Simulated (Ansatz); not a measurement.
CH₈BNO₃, SMILES `C[NH2+][B-](O)(O)O`. Charge 0, multiplicity 1.

Cartesian coordinates in Å:
```
C -0.090 1.267 -1.214
N 0.697 0.598 -0.176
B -0.094 -0.698 0.592
O -0.238 -1.670 -0.449
O 0.837 -1.050 1.624
O -1.325 -0.136 1.061
H 0.452 2.100 -1.665
H -1.013 1.624 -0.760
H -0.337 0.532 -1.978
H 1.555 0.213 -0.560
H 0.964 1.244 0.560
H -1.166 -1.876 -0.563
H 1.104 -1.963 1.511
H -1.346 -0.186 2.017
```

Task: What are the harmonic wavenumbers in cm⁻¹ at PBE0-D4/def2-TZVP (Ansatz, finite differences of forces, unscaled)? (An estimate is asked.)

Result: Computed: 87, 181, 190, 240, 245, 334, 343, 383, 419, 433, 507, 624, 749, 839, 960, 962, 1026, 1048, 1061, 1098, 1243, 1266, 1288, 1345, 1444, 1494, 1506, 1635, 3071, 3155, 3179, 3508, 3582, 3920, 3921, 3922.

Task: Is this a minimum?

Result: Yes, all 36 modes are real.

Task: Give the ideal-gas thermochemistry at 298.15 K and 1 bar (rigid rotor, harmonic oscillator; point group C1, symmetry number 1).

Result: Zero-point energy 306.3 kJ/mol; H(298) − E = 330.3 kJ/mol; entropy 357.7 J/(mol·K), of which translation 165.4, rotation 111.9, vibration 80.4; G(298) − E = 223.7 kJ/mol. Modes under 100 cm⁻¹ are hindered rotations or soft bends, so the harmonic entropy is rough.

Task: Rotational constants (cm⁻¹)?

Result: 0.1522, 0.08695, 0.08595.
